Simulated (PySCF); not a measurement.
C4H5BO2, SMILES C#CB(O)OC=C. Geometry optimised at PBE-D3(BJ)/def2-SVP. The structure was generated by enumeration, and PubChem lists no compound with its InChIKey, so it may never have been made. Other conformers were not sampled.

Computed equilibrium geometry at PBE-D3(BJ)/def2-SVP (PySCF confirms it by a frequency run) as Cartesian coordinates in Å, and its point group (one conformer of several):
point group Cs.
```xyz
12

C     -0.3937     3.1651     0.0000
C     -0.1681     1.9576     0.0000
B      0.1873     0.4567     0.0000
O      1.4928     0.0373     0.0000
O     -0.8538    -0.4401     0.0000
C     -0.8337    -1.8090     0.0000
C      0.2309    -2.6307     0.0000
H     -0.6094     4.2255     0.0000
H      2.1015     0.7977     0.0000
H     -1.8644    -2.2017     0.0000
H      1.2655    -2.2663     0.0000
H      0.0459    -3.7143     0.0000
```
Charge 0, spin multiplicity 1.
